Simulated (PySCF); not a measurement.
All of these have the formula C4H14Si3. Method used: PySCF 2.14.0, density-fitted response routines, TDDFT CAM-B3LYP/def2-SVPD, vertical, gas phase, core orbitals frozen in the response. Geometries: PBE0-D3(BJ)/def2-SVP; one conformer of each isolated species. Triplets are in the Tamm–Dancoff approximation.

A. `C=C(C)C([SiH3])([SiH3])[SiH3]`
B. `[SiH3][SiH]([SiH3])C1CCC1`
C. `[SiH3]C([SiH3])(C1CC1)[SiH3]`

Lowest singlet levels (six at most, fewer where fewer were computed) with oscillator strengths:

1. 171 nm (f 0.020); 167 nm (f 0.019); 166 nm (f 0.015); 161 nm (f 0.046); 160 nm (f 0.026); 160 nm (f 0.022); T1 6.96 eV
2. 193 nm (f 0.200); 186 nm (f 0.032); 175 nm (f 0.010); 174 nm (f 0.051); 172 nm (f 0.042); 171 nm (f 0.004); T1 4.11 eV
3. 186 nm (f 0.088); 182 nm (f 0.059); 176 nm (f 0.017); 173 nm (f 0.055); 170 nm (f 0.004); 169 nm (f 0.041); T1 5.85 eV

Question: Match each spectrum to its molecule.

Answer: 1 = C, 2 = A, 3 = B.
- A: S1 at 6.42 eV, HOMO→LUMO (91%); Löwdin shares by element: HOMO carbon 71% or more, silicon 6% or more (atoms not listed hold the other 23%); LUMO carbon 34% or more, silicon 19% or more (atoms not listed hold the other 47%); HOMO -8.35 and LUMO 0.84 eV.
- B: S1 at 6.67 eV, HOMO→LUMO (55%), HOMO→LUMO+1 (24%); Löwdin shares by element: HOMO silicon 70%, carbon 5% or more (atoms not listed hold the other 25%); LUMO silicon 63%, hydrogen 11% or more (atoms not listed hold the other 26%); HOMO -8.90 and LUMO 0.89 eV; point group Cs.
- C: S1 at 7.23 eV, HOMO→LUMO (52%), HOMO→LUMO+1 (40%); Löwdin shares by element: HOMO carbon 64% (atoms not listed hold the other 36%); LUMO silicon 43%, hydrogen 4% or more (atoms not listed hold the other 52%); HOMO -8.97 and LUMO 1.12 eV.

Without π bonds the low states are Rydberg-like; a valence basis with one diffuse set may place them up to an eV too high.
